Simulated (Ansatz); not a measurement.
```yaml
crystal:
  periodic: [false, false, false]
  atoms:
    - {symbol: F, position_ang: [-1.949308, -1.141727, 0.879040]}
    - {symbol: C, position_ang: [-0.634990, -1.101206, 1.266284]}
    - {symbol: C, position_ang: [0.051884, 0.059412, 0.589646]}
    - {symbol: F, position_ang: [1.290996, 0.212347, 1.171317]}
    - {symbol: O, position_ang: [0.205677, -0.239435, -0.752441]}
    - {symbol: C, position_ang: [0.560398, 0.812445, -1.555815]}
    - {symbol: F, position_ang: [-0.467412, 1.682272, -1.670941]}
    - {symbol: F, position_ang: [0.809610, 0.304446, -2.760612]}
    - {symbol: H, position_ang: [-0.583711, -0.964190, 2.348929]}
    - {symbol: H, position_ang: [-0.143814, -2.034839, 0.980219]}
    - {symbol: H, position_ang: [-0.497750, 0.995936, 0.729378]}
    - {symbol: H, position_ang: [1.435223, 1.359338, -1.190903]}
basis:
  gaussian: {orbitals: LANL2DZ}
magnetization: {spin_polarized: true, initial_magnetization: 2}
hamiltonian: {xc: {name: B97M-V}}
```

```sh
$ ansatz run in.yaml --threads 4 --pin off --events-out ev --progress --plain --max-ram 11315MiB
```

Problem. How does Ansatz answer? (An estimate is asked.)

Solution. The calculation gave: The program refused the input.
```
Error: <dir> can't be read: No such file or directory (os error 2)
```
